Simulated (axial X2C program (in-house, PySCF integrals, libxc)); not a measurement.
# NaMo: cheaper levels and CCSD(T), two-component

Computed with an axial X2C code built on PySCF integrals. Two-component (2c) means X2C with spin–orbit coupling and atomic mean-field two-electron Coulomb and Gaunt terms. Basis: Mo dyall-cv3z [11s12p9d5f3g], Na dyall-cv3z [9s8p5d2f] (cores contracted in-house); Gaussian nuclei, density fitting, unrestricted open shells. Masses: Mo 97.905 u, Na 22.990 u.

State: Ω = 5/2 (⟨Sz⟩ = 2.50, ⟨Lz⟩ = 0.00 at HF); fragments Mo + Na.

| level | Re (Å) | ωe (cm⁻¹) | De (eV) |
| --- | --- | --- | --- |
| PBE0 | 3.059 | 149.6 | 0.624 |
| CCSD | 3.048 | 153.9 | 0.601 |
| M06 | 2.934 | 174.0 | 1.38 |

Correlated methods: 7 electrons correlated (number of frozen shells: Mo 4 s, 3 p, 1 d; Na 2 s, 1 p), 315 virtual spin orbitals or spinors in MP2, 88 natural virtuals in coupled cluster.

CCSD(T), same Hamiltonian and basis:

Re = 3.021 Å, ωe = 160.2 cm⁻¹, De = 0.66 eV; T1 = 0.071 (Lee–Taylor normalisation).

Problem. Give the differences from CCSD(T) in the columns below.

Solution. 

```csv
level,ΔRe (Å),Δωe (cm⁻¹),ΔDe (eV)
PBE0,0.038,-10.6,-0.04
CCSD,0.027,-6.3,-0.06
M06,-0.087,13.8,0.72
```

The state is one determinant whose occupation by symmetry is held fixed; it was picked as the lowest of a PBE0 search that is not exhaustive. Dissociation energies refer to the lowest single-determinant-based atoms at the same level and basis. Density functionals use the spin component along the axis (collinear). CCSD and (T) use frozen natural virtuals with an MP2 correction for the truncation; (T) itself is uncorrected, so its De runs slightly low. With several unpaired electrons one determinant need not be a pure state. This is the top spin component of a Σ state; components of lower Ω are not single determinants and can lie lower. The determinant is spin-polarised beyond a pure state at some levels (its spin-free form has ⟨S²⟩ too high), which makes Re and μ there less reliable. The T1 diagnostic is large, a sign of multireference character. With the outer-core shells frozen, correlated bond lengths of heavy atoms tend to come out a few hundredths of an ångström too long.
